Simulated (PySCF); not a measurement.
Atom-mapped SMILES (the numbers label the heavy atoms): `[CH:1]#[C:2][CH:3]1[CH2:4][C:5](=[NH:6])[CH2:7]1`. Hydrogens are named by the atom that carries them. Ha(C4), Ha(C7) are cis to C2 on the ring; Hb(C4), Hb(C7) are trans to C2 on the ring.

Computational details: shieldings: GIAO PBE0/pcSseg-1, coordinates at the GFN2-xTB level, in PySCF (non-relativistic, no solvent model, one conformer).

**Question.** List the cross peaks expected in HSQC, COSY and HMBC spectra.

**Answer.** 

HSQC (one-bond C–H):
| δH | δC |
| --- | --- |
| 3.31 (Hb(C7)) | 48.6 (C7) |
| 3.18 (Ha(C7)) | 48.6 (C7) |
| 3.02 (Hb(C4)) | 48.7 (C4) |
| 2.90 (Ha(C4)) | 48.7 (C4) |
| 2.86 (H(C3)) | 15.4 (C3) |
| 1.65 (H(C1)) | 76.0 (C1) |

COSY cross peaks (H two or three bonds apart, from the bond graph; peaks can be absent where the dihedral angle is near 90°):
| δH | δH |
| --- | --- |
| 3.31 (Hb(C7)) | 3.18 (Ha(C7)) |
| 3.31 (Hb(C7)) | 2.86 (H(C3)) |
| 3.18 (Ha(C7)) | 2.86 (H(C3)) |
| 3.02 (Hb(C4)) | 2.90 (Ha(C4)) |
| 3.02 (Hb(C4)) | 2.86 (H(C3)) |
| 2.90 (Ha(C4)) | 2.86 (H(C3)) |

HMBC (two and three bonds, from the bond graph):
| δH | δC |
| --- | --- |
| 3.31 (Hb(C7)) | 180.6 (C5), 93.1 (C2), 48.7 (C4), 15.4 (C3) |
| 3.18 (Ha(C7)) | 180.6 (C5), 93.1 (C2), 48.7 (C4), 15.4 (C3) |
| 3.02 (Hb(C4)) | 180.6 (C5), 93.1 (C2), 48.6 (C7), 15.4 (C3) |
| 2.90 (Ha(C4)) | 180.6 (C5), 93.1 (C2), 48.6 (C7), 15.4 (C3) |
| 2.86 (H(C3)) | 180.6 (C5), 93.1 (C2), 76.0 (C1), 48.7 (C4), 48.6 (C7) |
| 1.65 (H(C1)) | 93.1 (C2), 15.4 (C3) |

Chemical shifts δ = σref − σ; 1H (31.72 ppm) and 13C (186.93 ppm) against TMS, all at this level.

The OH or NH signal is concentration- and solvent-dependent in practice; the value given is the gas-phase one. Shifts are as computed. Against solution values, carbons near 30 ppm lie about +3 ppm off and those near 130 ppm about +5 ppm. Of 1211 compounds with measured shifts, 218 miss one by over three times the rms of a fit or turn the order of signals round; such compounds aren't used in these exercises.
